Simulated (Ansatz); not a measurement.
**C2H6AlFSi: structure from calculated spectroscopic constants**

These gas-phase data were calculated for one isomer of C2H6AlFSi at B3LYP/6-31G* (harmonic, unscaled wavenumbers; equilibrium rotational constants with average atomic masses):

```
rotational constants            : 4.847, 1.979, 1.418 GHz
all wavenumbers above 1500 cm⁻¹ : 3155, 3154, 3118, 3051, 2241, 1958
```

Candidates:

(1) `[F][Al]1[CH2]C[SiH2]1`, a singlet
(2) `C/[SiH]=[CH]\[AlH][F]`, a singlet

Which candidate do the data belong to?

Candidate (2). The band at 1958 cm⁻¹ lies where the Al–H stretch is expected; (1) has no mode between 1700 and 2050 cm⁻¹.

The same quantities for all candidates:

|  | rotational constants (GHz) | wavenumbers above 1500 cm⁻¹ | E above the lowest, B3LYP/6-31G* (kcal/mol) |
| --- | --- | --- | --- |
| (1) | 5.156, 2.064, 1.541 | 3110, 3093, 3044, 3036, 2219, 2203 | 0.0 |
| (2) | 4.847, 1.979, 1.418 | 3155, 3154, 3118, 3051, 2241, 1958 | 4.4 |

Harmonic stretches to hydrogen usually lie a few per cent above observed fundamentals. Each candidate is one conformer. Programs: Ansatz 0.2.0.
